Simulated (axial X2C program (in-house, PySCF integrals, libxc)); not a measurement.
**Spin–orbit effects down a group: molecules with Se (ions), PBE0**

Calculated with an in-house all-electron X2C program for linear molecules (integrals from PySCF), spin-free (one-electron X2C) or two-component (2c: spin–orbit coupling with atomic mean-field Coulomb and Gaunt terms, which also bring small scalar terms), in Dyall basis sets with cores contracted in-house; open shells are unrestricted.

Basis sets: As dyall-cv3z, Bi dyall-cv3z, N dyall-av3z, P dyall-v3z, Se dyall-cv3z.

| molecule | spin-free state | Re (Å) | ωe (cm⁻¹) | De (eV) | 2c state | Re 2c (Å) | ωe 2c (cm⁻¹) | De 2c (eV) |
| --- | --- | --- | --- | --- | --- | --- | --- | --- |
| SeN⁺ | M_S = 0, Λ = 0 | 1.564 | 1228.4 | 4.40 | Ω = 0 | 1.565 | 1226.2 | 4.38 |
| PSe⁺ | M_S = 0, Λ = 0 | 1.952 | 679.7 | 5.46 | Ω = 0 | 1.953 | 678.4 | 5.44 |
| AsSe⁺ | M_S = 0, Λ = 0 | 2.057 | 480.8 | 5.27 | Ω = 0 | 2.058 | 479.4 | 5.25 |
| BiSe⁺ | M_S = 0, Λ = 0 | 2.332 | 337.2 | 4.23 | Ω = 0 | 2.354 | 310.9 | 2.46 |

Fragments in 2c: Se+ + N, Se+ + P, Se+ + As, Bi+ + Se. Each entry is the lowest single determinant of a limited PBE0 search at one distance. De goes to single-determinant-based atoms at the same level (for ions the charge split of lowest energy) and is withheld (n/a) where an atom does not fit its ground term or J level. Main or longest-lived isotopes. The functionals have no current term, which raises determinants with orbital currents.
